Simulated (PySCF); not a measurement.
**Co⁺ (cobalt, charge +1) across methods**

[Ar] 3d8, high-spin 3F determinant. Computed with PySCF 2.14 in x2c-QZVPPall, with the spin-free X2C one-electron Hamiltonian (Gaussian nucleus).

| method | E (hartree) | mean ε 3p β (eV) | mean ε 3d α (eV) | mean ε 3d β (eV) | Σ⟨r²⟩ (bohr²) | ⟨S²⟩ |
| --- | --- | --- | --- | --- | --- | --- |
| LDA | -1390.332 | -67.756 | -13.311 | -11.743 | 20.92 | 2.002 |
| MN15 | -1393.859 | -71.590 | -16.151 | -14.379 | 20.44 | 2.005 |
| PBE | -1392.756 | -67.634 | -12.995 | -11.584 | 20.96 | 2.002 |
| r2SCAN | -1392.959 | -68.727 | -12.998 | -11.627 | 20.59 | 2.002 |
| r2SCANh | -1392.943 | -70.136 | -13.841 | -12.386 | 20.46 | 2.002 |
| UHF | -1391.60896 | -82.150 | -20.821 | -18.382 | 19.69 | 2.005 |
| r2SCAN0 | -1392.919 | -72.260 | -15.125 | -13.539 | 20.27 | 2.002 |
| TPSS | -1393.028 | -67.958 | -12.798 | -11.510 | 20.86 | 2.002 |
| PBE0 | -1392.760 | -71.487 | -15.055 | -13.429 | 20.49 | 2.002 |
